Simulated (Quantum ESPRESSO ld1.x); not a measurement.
The numbers below are computed, except where a source is named.
Pm XLIII, 19 electrons, occupied as [Ar] 3d1. Code: ld1.x of Quantum ESPRESSO 7.5. Model: Dirac Kohn-Sham, PBE, spin-unpolarised, spherical densities, point nucleus; open shells are shared between the two j in proportion to 2j + 1.

Normalised radial functions P(r) = r R(r) (large component), r in bohr:

```
   r/bohr * 2s1/2, o 3p1/2, + 3p3/2 (the largest magnitude, 3.32, reaches the edge; | marks zero, & curves that meet)
 0.001142                             &   *
 0.001417                             &    *
 0.001759                             &    *
 0.002183                             &     *
 0.002732                             &       *
  0.00339                             +o       *
 0.004208                             +o        *
 0.005222                             |&         *
 0.006481                             |&           *
 0.008108                             |+o           *
  0.01006                             | +o          *
  0.01249                             |  &          *
   0.0155                             |   +o       *
  0.01924                             |    +o   *
  0.02407                             |     *+o
  0.02987                             *       +o
  0.03707                      *      |         +o
  0.04601               *             |          &
  0.05756       *                     |          &
  0.07144   *                         |       o+
  0.08867  *                          |   o+
     0.11     *                    o +|
   0.1366           *       o +       |
   0.1709             o+   *          |
   0.2121          o+            *    |
   0.2632            &              * |
   0.3266                +o          *|
   0.4054                      +o     *
   0.5072                          +o *
   0.6295                            &*
   0.7812                             &
```

2s1/2: eigenvalue -9721.5 eV, 1 radial node at r = 0.0301 bohr, <r> = 0.0976 bohr, 90 % of the charge inside 0.151 bohr. 3p1/2: eigenvalue -3512.4 eV, 1 radial node at r = 0.100 bohr, <r> = 0.229 bohr, 90 % of the charge inside 0.341 bohr. 3p3/2: eigenvalue -3374.2 eV, 1 radial node at r = 0.107 bohr, <r> = 0.239 bohr, 90 % of the charge inside 0.354 bohr.
